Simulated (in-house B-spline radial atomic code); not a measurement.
## Lu+: [Xe] 4f14 6s2

Level of theory: Dirac-Kohn-Sham relativistic LDA, spherical fractional occupations, Fermi nucleus of rms radius 5.37 fm; calculated with an all-electron radial atomic-structure program (B-spline basis).

Z_r = [3n² - l(l+1)]/(2<r>); Z_e = n√(-2ε); the last column is Slater's effective charge. Values are occupation-weighted means over j. An effective charge above Z reflects the relativistic contraction of the inner shells.

| shell | electrons | ε (eV) | <r> (bohr) | Z_r | Z_e | Slater |
| --- | --- | --- | --- | --- | --- | --- |
| 1s | 2 | -62724 | 0.01941 | 77.29 | 67.90 | 70.70 |
| 2s | 2 | -10692 | 0.08155 | 73.58 | 56.07 | 66.85 |
| 2p | 6 | -9481.8 | 0.07267 | 68.80 | 52.80 | 66.85 |
| 3s | 2 | -2430.5 | 0.2129 | 63.41 | 40.10 | 59.75 |
| 3p | 6 | -2061.2 | 0.212 | 58.96 | 36.93 | 59.75 |
| 3d | 10 | -1588.1 | 0.1927 | 54.48 | 32.41 | 49.85 |
| 4s | 2 | -490.08 | 0.4793 | 50.07 | 24.01 | 43.25 |
| 4p | 6 | -367.43 | 0.5079 | 45.28 | 20.79 | 43.25 |
| 4d | 10 | -200.04 | 0.5486 | 38.28 | 15.34 | 31.85 |
| 5s | 2 | -69.757 | 1.172 | 31.99 | 11.32 | 13.35 |
| 5p | 6 | -40.912 | 1.385 | 26.35 | 8.67 | 13.35 |
| 4f | 14 | -18.902 | 0.7212 | 24.96 | 4.71 | 20.45 |
| 6s | 2 | -11.258 | 3.244 | 16.65 | 5.46 | 3.85 |

The least bound orbital is 6s1/2 at -11.26 eV, and it is also the most diffuse (<r> = 3.244 bohr).

Spin-orbit splittings of the orbital energies (j = l + 1/2 above j = l - 1/2 when positive): 2p 1104 eV, 3p 235.6 eV, 3d 51.74 eV, 4p 53.84 eV, 4d 9.877 eV, 5p 6.961 eV, 4f 1.529 eV.

For the 1s electron the small component carries 7.06 % of the norm, the zero-frequency Breit interaction raises the level by 210 eV, self-energy by 129.6 eV, and vacuum polarisation lowers it by 23.41 eV.
